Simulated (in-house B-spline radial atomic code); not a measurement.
Radial electron density of Cr, [Ar] 3d5 4p1. Computed with a B-spline radial code for spherical atoms: Dirac-Hartree-Fock, average of configuration, Fermi nucleus of rms radius 3.6452 fm, inside a hard spherical wall at 5.11 bohr.

Columns: r (bohr), 4πr²n(r) (electrons per bohr), bar.

```
 0.00254   0.7351 #
 0.00305    1.029 #
 0.00368    1.444 ##
 0.00443    2.008 ###
 0.00533    2.768 ####
 0.00642    3.789 #####
 0.00772    5.119 #######
  0.0093    6.849 ##########
  0.0112    9.018 #############
  0.0135    11.67 ################
  0.0162     14.7 #####################
  0.0195     18.1 #########################
  0.0235    21.62 ##############################
  0.0283    24.87 ###################################
  0.0341     27.4 #######################################
   0.041    28.71 ########################################
  0.0494    28.52 ########################################
  0.0595    26.89 ######################################
  0.0716    24.48 ##################################
  0.0862    22.42 ################################
   0.104       22 ###############################
   0.125    23.85 ##################################
    0.15    27.34 ######################################
   0.181    30.68 ###########################################
   0.218    31.25 ############################################
   0.262    27.78 #######################################
   0.316    21.07 ##############################
    0.38    14.35 ####################
   0.458    10.56 ###############
   0.551    10.61 ###############
   0.664    12.54 ##################
   0.799    13.47 ###################
   0.962    12.03 #################
    1.16    8.867 ############
    1.39    5.658 ########
    1.68    3.198 #####
    2.02     1.86 ###
    2.43    1.227 ##
    2.93   0.8942 #
    3.53    0.581 #
    4.24   0.2141 
    5.06 0.0007743
```

On this grid the curve has 3 maxima, near 0.041, 0.218, 0.799 bohr.

The 4p1/2 radial function P(r) = rR(r), positive near the nucleus, with its small component Q(r) (sign convention: Q ≈ (P' + κP/r)/2c):

```tsv
r (bohr)	P	Q
0.00368	0.0007207	0.001668
0.00533	0.001379	0.002339
0.00772	0.002663	0.003241
0.0112	0.005162	0.00442
0.0162	0.009869	0.005864
0.0235	0.0186	0.007515
0.0341	0.03392	0.00912
0.0494	0.05857	0.01019
0.0716	0.09353	0.01004
0.104	0.1326	0.007941
0.15	0.154	0.003859
0.218	0.1217	-0.001206
0.316	0.005803	-0.004779
0.458	-0.1653	-0.004864
0.664	-0.2731	-0.001867
0.962	-0.1853	0.001355
1.39	0.1028	0.002805
2.02	0.4761	0.002545
2.93	0.6994	0.000987
4.24	0.4129	-0.00116
```
